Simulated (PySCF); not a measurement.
A structure optimised at PBE-D3(BJ)/def2-SVP, used in a PySCF frequency run:

```xyz
7

C      1.4972     0.0519     0.0000
C      0.0141     0.0110     0.0000
F     -0.5029     0.6166     1.0959
F     -0.5029     0.6166    -1.0959
F     -0.4535    -1.2712     0.0000
H      2.0329    -0.0179     0.9559
H      2.0329    -0.0179    -0.9559
```
Charge 0, spin multiplicity 2.

Task: Write its SMILES, formula and point group.

Result: [CH2]C(F)(F)F, C₂H₂F₃, Cs

Task: What are its rotational constants (standard atomic weights)?

Result: 5.4544, 5.3996, 5.2704 GHz
